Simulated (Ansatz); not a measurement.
**A geometry optimisation of AlGaH5P with B3LYP-D3(BJ)/def2-SVP**

The starting geometry of this gas-phase singlet was optimised with GFN2-xTB.

```csv
atom,x (Å),y (Å),z (Å)
Al,0.6900,-1.0373,1.8008
Ga,2.4439,0.2754,0.0017
P,2.5673,0.5487,2.2722
H,-0.6184,-0.2778,2.1873
H,1.1456,-2.3783,2.4675
H,3.3815,-0.6202,2.2859
H,0.6876,-1.2722,0.1027
H,2.5870,0.3228,-1.6396
```

Task: Predict what becomes of its bonds when it is optimised with B3LYP-D3(BJ)/def2-SVP.

Result: A new bond forms, giving a structure with H7 bridging Al1 and Ga2, given below by its coordinates. Distances that change by over a tenth: Al1–H7 (1.71 → 1.95 Å). Contacts that close: Ga2–H7 (2.34 → 1.69 Å).

The energy falls by 0.65 eV over 16 steps:

| step | E − E(last) (eV) |
| --- | --- |
| 1 | 0.645 |
| 3 | 0.182 |
| 4 | 0.080 |
| 6 | 0.030 |
| 8 | 0.008 |
| 9 | 0.004 |
| 11 | 0.000 |
| 13 | 0.000 |
| 14 | 0.000 |
| 16 | 0.000 |

Final geometry (Å):

```xyz
8

Al    0.7045   -1.0399    2.0139
Ga    2.1993   -0.0033   -0.0109
P     2.5056    0.5680    2.1701
H    -0.6908   -0.3702    2.3402
H     0.9898   -2.5986    2.0605
H     3.7051   -0.2062    2.2665
H     0.6785   -0.7389    0.0870
H     2.7924   -0.0498   -1.4486
```

Frequencies at the end are all real (lowest 184 cm⁻¹). Run with Ansatz 0.2.0, 26 s on 2 threads of Intel(R) Xeon(R) 6975P-C (Granite Rapids) (shared host).
